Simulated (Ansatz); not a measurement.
Input for Ansatz (a first-principles code): U-CCSD(T)/cc-pVDZ on CH4OSe (SMILES CO[SeH]), a point of a bond scan (R = 1.187 Å). The run froze 16 orbitals, filled d shells among them.

Ansatz 0.2 input:
```yaml
crystal:
  periodic: [false, false, false]
  atoms:
    - {symbol: Se, position_ang: [-0.41492107, -0.17549096, 0.59531816]}
    - {symbol: H, position_ang: [-1.05114500, -0.93776561, -0.05509449]}
    - {symbol: O, position_ang: [1.00206838, -0.07274541, -0.52899915]}
    - {symbol: C, position_ang: [0.82004707, 0.78150980, -1.65532573]}
    - {symbol: H, position_ang: [0.54504510, 1.79564433, -1.35453106]}
    - {symbol: H, position_ang: [1.78085368, 0.80236944, -2.17191480]}
    - {symbol: H, position_ang: [0.05478906, 0.38991742, -2.33272635]}
basis:
  gaussian:
    orbitals: cc-pVDZ
correlation: {method: ccsd_t, electrons: outside_noble_gas}
scf: {omitted_lower_state_checks: [cluster_reference]}
magnetization: {spin_polarized: true, initial_magnetization: 0}
```

The log:

```
WARN ansatz: RAYON_NUM_THREADS=1 ignored (pool sized by the plan → 1); use --threads N
Functional definition: HF
these checks for a lower state are left out or cut short: cluster_reference
integrals: 0.09 GiB planned
760 factors; integrals over basis functions are off by at most 1.2e-3 eV
mean field: 0.34 GiB planned
mean field evaluation 1: about -68429.0527 eV, gradient 1.6e1 eV
mean field evaluation 2: about -68429.1281 eV, gradient 1.6e1 eV
mean field evaluation 4: about -68430.4561 eV, gradient 2.7e0 eV
mean field evaluation 8: about -68430.4885 eV, gradient 9.8e-2 eV
mean field -68430.48857444 eV, -2514.7740712596 hartree, gradient 3.8e-6 eV, S^2 0.000000; 0 other end points of the search recorded, 0 dependent functions left out
16 core orbitals not correlated
reference -68430.48857444 eV, -2514.7740712596 hartree; 10, 10 occupied and 49, 49 virtual orbitals, 760 factors
second order -12.20303888 eV of doubles, -0.00000000 eV of singles
coupled cluster: 0.27 GiB planned
cycle   1  -12.70802022 eV  change   -5.0e-1 eV  update   8.2e-2
cycle   2  -13.06366875 eV  change   -3.6e-1 eV  update   2.5e-2
cycle   3  -13.14795509 eV  change   -8.4e-2 eV  update   1.2e-2
cycle   4  -13.14663767 eV  change    1.3e-3 eV  update   3.3e-3
cycle   5  -13.14677281 eV  change   -1.4e-4 eV  update   1.8e-3
cycle   6  -13.14659449 eV  change    1.8e-4 eV  update   7.3e-4
cycle   7  -13.14647444 eV  change    1.2e-4 eV  update   2.9e-4
cycle   8  -13.14653662 eV  change   -6.2e-5 eV  update   1.2e-4
cycle   9  -13.14653244 eV  change    4.2e-6 eV  update   5.5e-5
cycle  10  -13.14652084 eV  change    1.2e-5 eV  update   2.1e-5
perturbative correction -0.34275245 eV, -0.0125959200 hartree
Total energy: -68443.97784773 eV, -2515.2697929096 hartree
Checks for a lower state left out: cluster_reference
```

The run converged.

Cost: about 5 core-seconds (a rough figure).
